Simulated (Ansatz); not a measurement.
Cost and result for the atomization energy of CH5B2I (`BB(C)I`) (9 atoms, 8 bonds).

```xyz
9

B    -0.6388    1.5301    0.0802
B    -0.1167   -0.0001    0.0127
C     0.9858   -1.0726   -0.0411
I    -2.2588   -0.5745   -0.0456
H    -0.8746    2.0498    1.1333
H    -0.8465    2.1514   -0.9226
H     1.9862   -0.6543    0.0843
H     0.8218   -1.8499    0.7111
H     0.9417   -1.5799   -1.0123
```

Charge 0, multiplicity 1. Correlated methods include outer-core shells of I, which these sets cover unevenly. I: def2 effective core potential. Geometry: relaxed with PBE0-D4/def2-TZVP. Program: Ansatz. All runs use 2 threads of an Intel Xeon 6975P-C on a shared host. Times are those of one run each, without the atoms' runs, and a repeat can differ threefold. Electronic energies, without spin–orbit coupling; frozen cores. CCSD(T)/CBS adds CCSD(T) − MP2 in def2-TZVPP to the MP2 limit, and its time is that of the two runs behind it. T1 = 0.012. With those shells the extrapolation isn't a true limit. B3LYP takes the VWN-RPA correlation (the form of Gaussian; ORCA's B3LYP/G).

CCSD(T)/CBS is a level of theory with its own doubt, some kJ/mol a heavy atom from the limit and from the frozen cores, so smaller differences don't rank the functionals.

| level | functions | wall time | atomization (kcal/mol) | difference from CCSD(T)/CBS | per bond |
| --- | --- | --- | --- | --- | --- |
| LDA (SPW92)/def2-TZVPP | 213 | 0.95 s | 846.1 | 102.4 | 12.8 |
| revPBE-D4/def2-TZVPP | 213 | 1.6 s | 746.2 | 2.5 | 0.3 |
| PBE0-D4/def2-TZVPP | 213 | 2.2 s | 755.1 | 11.4 | 1.4 |
| BHLYP-D4/def2-TZVPP | 213 | 3 s | 735.4 | -8.3 | -1.0 |
| r2SCAN-D4/def2-TZVPP (with forces) | 213 | 3 s | 756.1 | 12.4 | 1.6 |
| B3LYP-D4/def2-TZVPP (with forces) | 213 | 3.6 s | 749.4 | 5.7 | 0.7 |
| CCSD(T)/def2-SVP | 93 | 4.3 s | 711.2 | -32.5 | -4.1 |
| B2PLYP/def2-TZVPP | 213 | 4.5 s | 740.6 | -3.1 | -0.4 |
| B97M-V/def2-TZVPP | 213 | 6 s | 753.3 | 9.6 | 1.2 |
| ωB97M-V/def2-TZVPP (with forces) | 213 | 8 s | 747.5 | 3.8 | 0.5 |
| MP2/def2-QZVPP | 403 | 16 s | 749.2 | 5.5 | 0.7 |
| CCSD(T)/def2-TZVPP | 213 | 44 s | 727.4 | -16.3 | -2.0 |
| CCSD(T)/CBS(def2) | – | 60 s | 743.7 | 0.0 | 0.0 |

In def2-TZVPP, CCSD(T) changes the Hartree–Fock value by +149.7 kcal/mol (the triples alone add +10.1 kcal/mol) and MP2 by +162.0 kcal/mol; breaking electron pairs costs correlation energy, which Hartree–Fock lacks. Leaving LDA and LC-ωPBE aside and taking each functional with its dispersion term where it has one, the values, not all of them listed here, spread over 27.5 kcal/mol, from BHLYP-D4 to PBE-D4. LDA lies +87.5 kcal/mol from PBE without D4, its usual overbinding. The D4 term adds +7.2 kcal/mol with B3LYP and +3.7 kcal/mol with PBE0; it sums over pairs of atoms, weighted by their polarisabilities, and B3LYP, whose exchange is more repulsive, gets the larger term.

Spin–orbit coupling would lower the free I atoms strongly, and the atomization energy with them, by more than many differences here.
